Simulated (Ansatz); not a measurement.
Born–Oppenheimer molecular dynamics of FGeH3O (6 atoms, charge 0, multiplicity 1). It starts from a relaxed structure.

All numbers below come from RKS r2SCAN-D4/def2-SVP (Ansatz 0.2.0).

```yaml
ensemble: NVT, Langevin thermostat
time_step: 0.5 fs
steps_asked: 250
set_temperature: 500 K
friction: 0.005 /fs
temperature_schedule: 62 steps to 500 K, then 188 steps to 125 K
seed: 764415
```

Frames 10 fs apart, positions in Å, forces in eV/Å.

Velocities at 0 fs (Å/ps):

```
Ge 0.24 1.11 -0.43
O -8.50 -0.40 1.60
H -10.47 -15.80 23.62
H -34.20 9.22 9.93
F 9.02 -3.79 -2.77
H -7.95 4.61 24.24
```

```xyz
6
Properties=species:S:1:pos:R:3:forces:R:3 time_fs=0 energy_less_start_eV=0.000 T=417
Ge 0.015 -0.078 -0.016 0.00 0.00 0.00
O 0.016 -0.066 1.749 0.00 0.00 0.00
H -0.865 -0.174 2.130 0.00 0.00 -0.01
H 1.476 0.052 -0.431 0.00 0.00 0.00
F -0.832 1.347 -0.557 0.00 0.00 0.00
H -0.780 -1.258 -0.590 0.00 0.00 0.00
6
Properties=species:S:1:pos:R:3:forces:R:3 time_fs=10 energy_less_start_eV=0.235 T=202
Ge 0.012 -0.062 -0.013 1.57 -1.69 0.88
O -0.058 -0.050 1.761 0.09 0.10 0.19
H -0.849 -0.362 2.241 0.35 0.15 -0.65
H 1.569 0.147 -0.448 -1.43 -0.42 0.46
F -0.746 1.325 -0.592 -0.97 1.53 -0.66
H -0.843 -1.294 -0.449 0.39 0.33 -0.22
6
Properties=species:S:1:pos:R:3:forces:R:3 time_fs=20 energy_less_start_eV=0.107 T=358
Ge 0.020 -0.059 0.004 -1.00 0.24 -0.06
O -0.111 -0.016 1.754 0.29 0.18 0.05
H -0.838 -0.554 2.073 -0.35 -0.13 0.18
H 1.412 0.048 -0.397 1.55 0.15 -0.23
F -0.721 1.372 -0.670 -0.13 -0.10 0.16
H -0.695 -1.255 -0.581 -0.37 -0.33 -0.10
6
Properties=species:S:1:pos:R:3:forces:R:3 time_fs=30 energy_less_start_eV=0.211 T=309
Ge 0.032 -0.054 0.017 0.09 1.29 -2.15
O -0.153 0.003 1.747 0.34 0.37 0.21
H -0.814 -0.645 1.964 -0.73 -0.45 0.59
H 1.556 -0.045 -0.314 -0.52 0.21 0.11
F -0.716 1.430 -0.743 0.83 -1.54 0.97
H -0.722 -1.225 -0.658 -0.01 0.12 0.27
6
Properties=species:S:1:pos:R:3:forces:R:3 time_fs=40 energy_less_start_eV=0.219 T=371
Ge 0.035 -0.024 0.008 0.06 -0.25 0.07
O -0.219 0.012 1.781 1.48 1.21 -1.11
H -0.875 -0.557 2.136 -1.19 -0.88 0.30
H 1.637 -0.030 -0.229 -1.41 0.14 0.11
F -0.670 1.417 -0.751 0.51 -0.69 0.55
H -0.841 -1.212 -0.555 0.54 0.47 0.08
6
Properties=species:S:1:pos:R:3:forces:R:3 time_fs=50 energy_less_start_eV=0.290 T=391
Ge 0.020 0.013 0.000 -1.45 -1.17 2.77
O -0.288 0.040 1.799 0.85 0.44 -1.29
H -1.098 -0.397 2.059 -0.47 -0.19 -0.04
H 1.421 0.118 -0.198 2.40 0.07 -0.21
F -0.610 1.379 -0.757 -0.90 1.64 -0.72
H -0.734 -1.149 -0.527 -0.43 -0.79 -0.51
6
Properties=species:S:1:pos:R:3:forces:R:3 time_fs=60 energy_less_start_eV=0.180 T=603
Ge -0.006 0.029 0.016 2.28 -0.53 -0.26
O -0.359 0.078 1.757 -1.40 -0.20 -0.62
H -1.332 -0.119 1.770 0.99 0.23 0.53
H 1.587 0.187 -0.188 -1.20 -0.27 0.35
F -0.596 1.422 -0.800 -0.59 0.52 -0.15
H -0.618 -1.218 -0.673 -0.07 0.25 0.17
6
Properties=species:S:1:pos:R:3:forces:R:3 time_fs=70 energy_less_start_eV=0.182 T=577
Ge -0.017 0.034 0.028 0.92 0.39 -2.33
O -0.467 0.128 1.686 -2.39 0.33 1.41
H -1.465 0.209 1.824 1.90 -0.18 -0.21
H 1.575 0.114 0.025 -1.04 -0.09 -0.02
F -0.609 1.489 -0.852 0.35 -1.11 0.75
H -0.654 -1.201 -0.740 0.26 0.66 0.40
6
Properties=species:S:1:pos:R:3:forces:R:3 time_fs=80 energy_less_start_eV=0.306 T=307
Ge -0.027 0.051 0.016 -2.17 1.82 -0.44
O -0.591 0.183 1.654 -1.35 0.58 1.45
H -1.491 0.487 1.966 1.45 -0.54 -0.99
H 1.398 0.011 0.142 2.12 0.20 0.07
F -0.612 1.501 -0.878 0.59 -1.09 0.64
H -0.617 -1.108 -0.663 -0.63 -0.97 -0.74
6
Properties=species:S:1:pos:R:3:forces:R:3 time_fs=90 energy_less_start_eV=0.134 T=533
Ge -0.049 0.082 -0.001 0.38 -1.09 0.75
O -0.695 0.242 1.660 -0.15 0.26 -0.27
H -1.545 0.719 1.761 0.59 -0.37 -0.33
H 1.548 0.082 0.147 -1.17 -0.01 -0.16
F -0.592 1.455 -0.875 -0.10 0.76 -0.39
H -0.733 -1.117 -0.773 0.46 0.46 0.39
6
Properties=species:S:1:pos:R:3:forces:R:3 time_fs=100 energy_less_start_eV=0.209 T=393
Ge -0.075 0.093 -0.001 1.27 -1.30 0.60
O -0.782 0.299 1.639 1.36 -0.81 -0.68
H -1.505 0.862 1.417 -1.41 0.95 0.21
H 1.504 0.206 0.026 -0.83 -0.26 0.18
F -0.573 1.448 -0.893 -0.59 1.34 -0.66
H -0.698 -1.084 -0.800 0.19 0.08 0.34
6
Properties=species:S:1:pos:R:3:forces:R:3 time_fs=110 energy_less_start_eV=0.190 T=352
Ge -0.088 0.093 0.004 -1.39 0.91 -0.07
O -0.867 0.346 1.572 1.71 -1.33 0.14
H -1.566 0.954 1.474 -1.62 1.37 -0.11
H 1.355 0.148 0.059 1.78 0.09 0.35
F -0.561 1.496 -0.946 -0.03 -0.33 0.14
H -0.609 -1.131 -0.658 -0.46 -0.70 -0.45
```

Of the whole run (125 fs, mean temperature of the second half 432 K): The schedule's set-point averaged 250 K over the second half and the system 432 K, so it lags behind the ramp. A run of 0.12 ps of so small a system gives no equilibrium averages.

Run time: 6.7 min on 2 threads of Arm Neoverse V1, on a shared host, peak memory 0.15 GiB.
